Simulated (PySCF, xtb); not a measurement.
C2H13NSi3, SMILES C[Si@H](C[SiH3])[SiH2]N.

GFN2-xTB in xtb 6.7.1 at its own geometry gives an orbital gap of 4.43 eV and a dipole moment of 1.71 D.

Coordinates come from a B3LYP-D3(BJ)/def2-SVP optimisation. The structure was generated by enumeration; whether it is a known compound was not checked. The values are those of a single conformer.

What does PySCF with PBE/def2-TZVP give? (The exact figures need the calculation; the answer reports its results.)

gap 4.82 eV (levels -5.81 and -0.99 eV), dipole 2.16 D.
